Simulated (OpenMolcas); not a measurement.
# neutral samarium: effect of the basis set

```
Program             : OpenMolcas 26.06
Method              : CASSCF
Active space        : 6 electrons in 7 orbitals (4f)
State averaging     : 2S+1 = 7 even, 7 roots; 2S+1 = 5 even, 140 roots (77 in the spin-orbit step); 2S+1 = 3 even, 3 roots kept (CI in the orbitals of an earlier block)
Spin-orbit coupling : RASSI with atomic mean-field integrals over the reference wave functions, term energies averaged over their components
```

A. ANO-RCC-VDZP [7s6p4d2f1g], DKH2, point nucleus; cost about 110 core-seconds
B. ANO-RCC-VTZP [8s7p5d3f2g1h], DKH2, point nucleus; cost about 4 core-minutes
C. ANO-RCC-VQZP [9s8p6d4f3g2h], DKH2, point nucleus; cost roughly 8 core-minutes

Energies in cm-1 above 4f6 6s2 7F0, the measured ground level; measured values from NIST Handbook of Basic Atomic Spectroscopic Data.

| Level | A | B | C | Measured |
| --- | --- | --- | --- | --- |
| 4f6 6s2 7F0 | 0.0 | 0.0 | 0.0 | 0.0 |
| 4f6 6s2 7F1 | 275 | 278 | 278 | 293 |
| 4f6 6s2 7F2 | 782 | 789 | 790 | 812 |
| 4f6 6s2 7F3 | 1465 | 1476 | 1477 | 1490 |
| 4f6 6s2 7F4 | 2275 | 2290 | 2291 | 2273 |
| 4f6 6s2 7F5 | 3184 | 3203 | 3205 | 3125 |
| 4f6 6s2 7F6 | 4187 | 4210 | 4211 | 4021 |
| 4f6 6s2 5D0 | 18827 | 18722 | 18730 |  |
| 4f6 6s2 5D1 | 19998 | 19905 | 19914 |  |
| 4f6 6s2 5D2 | 22042 | 21966 | 21976 |  |
| 4f6 6s2 5D3 | 24654 | 24594 | 24607 |  |
| 4f6 6s2 5L6 | 26407 | 26323 | 26335 |  |
| 4f6 6s2 5L7 | 26848 | 26766 | 26778 |  |
| 4f6 6s2 5L8 | 27393 | 27314 | 27327 |  |
| 4f6 6s2 5D4 | 27757 | 27711 | 27725 |  |
| 4f6 6s2 5L9 | 28057 | 27982 | 27995 |  |
| 4f6 6s2 5G3 | 28142 | 28050 | 28062 |  |
| 4f6 6s2 5G4 | 28147 | 28055 | 28067 |  |
| 4f6 6s2 5G2 | 28299 | 28211 | 28224 |  |
| 4f6 6s2 5G5 | 28387 | 28293 | 28305 |  |
| 4f6 6s2 5L10 | 28854 | 28785 | 28799 |  |
| 4f6 6s2 5G6 | 29079 | 28991 | 29004 |  |
| 4f6 6s2 5H3 | 32498 | 32391 | 32405 |  |

Deviations, from unrounded energies. A percentage is the sum of absolute deviations over the sum of measured energies, with the sign that they share, or ± where signs differ.

```json
{"Against measurement": "mean absolute deviation (cm-1)", "Levels": "6", "A": "50", "B": "56", "C": "56"}
{"Against measurement": "fine structure of the ground term (%)", "Levels": "6", "A": "±2.5", "B": "±2.8", "C": "±2.8"}
```

A, B, C lie about equally close to measurement. The largest miss of A in the table is 4f6 6s2 7F6, by +170 cm-1. The ranking rests on the paired levels alone, and a cruder setting can come out closer through cancelling errors.

Among A to C the level of the table that moves most is 4f6 6s2 5H3, by 110 cm-1 (lowest in B, highest in A).

High states are left out of the spin-orbit mixing, which shifts the levels that they would mix with. Without dynamic correlation excited terms often stand tens of per cent too high (terms of higher spin than the ground term too low), and those without a measured partner can miss by more than the paired ones. With the s shell closed, the reference lacks s² → p² mixing. Measured partners are found by configuration, term and J. A level has none where our copy of the source lacks it or the pairing is in doubt (some pairs that miss far off the trend of their configuration count as doubtful), and it then counts in no deviation. Only configurations of the active space appear. The table leaves out levels that lie high or whose names do not pair safely across all columns.
